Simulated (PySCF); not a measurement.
Start geometry of `[CH3][Al-]([CH3])([CH3])[CH3]` from GFN2-xTB (Å):
```
atom  x, y, z in Å
C1    -0.2661   -1.2798   -1.5897
Al2   -0.0167   -0.0043   -0.0046
C3    -0.0466    1.9126   -0.7341
C4    -1.4839   -0.2589    1.4031
C5     1.7775   -0.3740    0.9142
H6    -1.1661   -1.0619   -2.1795
H7    -0.3415   -2.3405   -1.3185
H8     0.5685   -1.2182   -2.3010
H9     0.4765    2.6361   -0.0955
H10   -1.0594    2.3150   -0.8662
H11    0.4310    1.9928   -1.7194
H12   -2.5115   -0.1794    1.0256
H13   -1.4257   -1.2388    1.8951
H14   -1.4115    0.4783    2.2139
H15    1.9093   -1.4270    1.1951
H16    2.6496   -0.1234    0.2966
H17    1.9026    0.1954    1.8450
```

**Question.** What comes out of this run: PySCF, PBE0-D3(BJ)/def2-SVP geometry optimisation, gas phase?

**Answer.** 
```
atom  x, y, z in Å
C1    -0.2682   -1.2846   -1.5567
Al2   -0.0019   -0.0016   -0.0011
C3    -0.0166    1.9108   -0.6926
C4    -1.5037   -0.2433    1.3493
C5     1.7841   -0.3801    0.8954
H6    -1.2280   -1.1127   -2.0818
H7    -0.2711   -2.3445   -1.2356
H8     0.5286   -1.1893   -2.3198
H9     0.1198    2.6508    0.1200
H10   -0.9684    2.1694   -1.1961
H11    0.7895    2.1000   -1.4280
H12   -2.5019   -0.0504    0.9103
H13   -1.5356   -1.2698    1.7639
H14   -1.4027    0.4415    2.2138
H15    1.8469   -1.4109    1.2952
H16    2.6354   -0.2617    0.1969
H17    1.9800    0.3003    1.7470
```

The energy falls by 0.056 eV over 12 energy and gradient evaluations, the largest force component goes from 0.0068 to 6.7e-05 Eh/bohr, and the atoms move by 0.200 Å rms after alignment. The bond that changes most is Al2–C3 (ends: aluminium bonded to 4 C; methyl carbon), which shortens by 0.018 Å. Bonds longer at the end by more than 0.005 Å: 12 of 16; shorter: 4. Among the angles that change most is Al2–C4–H12, from 115.2° to 112.4°. Among the dihedrals that turn most is C1–Al2–C3–H9, from -156° to 180°. The orientation of the end geometry is arbitrary; only internal coordinates are fixed.

The run used 134 basis functions and 68 SCF cycles in all. On an x86-64 server with one thread, on a shared host, this took 1.8 min.

Stationary, but not proved a minimum.
